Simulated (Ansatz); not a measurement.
Consider the redistribution: `[OH][GaH][OH]` + `[OH][In]([Br])[Br]` → `[OH][Ga]([OH])[OH]` + `[Br][InH][Br]`.

Program: Ansatz. Geometries: PBE0-D4/def2-TZVP. ΔE: electronic, gas phase. CBS: MP2 limit from def2 TZ/QZ plus the TZ coupled-cluster correction, frozen cores. Functionals use def2-TZVPP. B3LYP here is the variant with VWN-RPA as its local correlation; programs differ in this. HSE06 is defined as in plane-wave codes. def2 core potentials past Kr. For Br, Ga, In outer-core shells are correlated without core-valence functions, which leaves a few kJ/mol of doubt a bond. Scalar relativity is left out up to krypton. Each species was taken in one conformer, which may not be the lowest.

`[OH][GaH][OH]`:

Z-matrix (Å, degrees):
```
Ga
O 1 1.777
O 1 1.786 2 112.5
H 1 1.547 2 121.7 3 180.0
H 2 0.960 1 112.6 3 0.0
H 3 0.959 1 114.9 2 -180.0
```

`[OH][In]([Br])[Br]`:

Z-matrix (Å, degrees):
```
In
O 1 1.964
Br 1 2.431 2 119.0
Br 1 2.448 2 119.2 3 -180.0
H 2 0.962 1 111.8 3 -180.0
```

`[OH][Ga]([OH])[OH]`:

Cartesian coordinates in Å:
```
O -1.357 -0.709 0.896
Ga 0.000 0.001 0.000
O -0.085 0.152 -1.766
O 1.442 0.557 0.870
H -2.085 -0.977 0.330
H 0.701 0.547 -2.150
H 1.384 0.429 1.819
```

`[Br][InH][Br]`:

Z-matrix (Å, degrees):
```
In
Br 1 2.454
Br 1 2.454 2 113.1
H 1 1.698 2 123.4 3 180.0
```

**Question.** Is it downhill or uphill in electronic energy at CCSD(T)/CBS, and by how much? (Best estimate.)

**Answer.** Ansatz gave: Downhill: ΔE = -0.30 eV.

**Question.** What do these levels give: LDA (SPW92), BLYP-D4, B3LYP-D4, r2SCANh-D4, r2SCAN0-D4, CAM-B3LYP-D4, ωB97X-V, HSE06, HF/def2-SVP, CCSD/def2-TZVPP, SCS-MP2/def2-QZVPP, CCSD/CBS(def2)? (Best estimate.)

**Answer.** Ansatz gave: LDA (SPW92) -0.35, BLYP-D4 -0.25, B3LYP-D4 -0.32, r2SCANh-D4 -0.35, r2SCAN0-D4 -0.39, CAM-B3LYP-D4 -0.35, ωB97X-V -0.34, HSE06 -0.36, HF/def2-SVP -0.56, CCSD/def2-TZVPP -0.41, SCS-MP2/def2-QZVPP -0.33, CCSD/CBS(def2) -0.33 eV.

Largest T1 diagnostic among the species: 0.015.

From PBE to PBE0 (25 % exact exchange), in def2-TZVPP and without D4, ΔE moves by −0.08 eV. Leaving LDA and LC-ωPBE aside and taking each functional with its dispersion term where it has one, the values spread over 0.14 eV, from r2SCAN0-D4 to BLYP-D4. LDA lies −0.07 eV from PBE without D4.
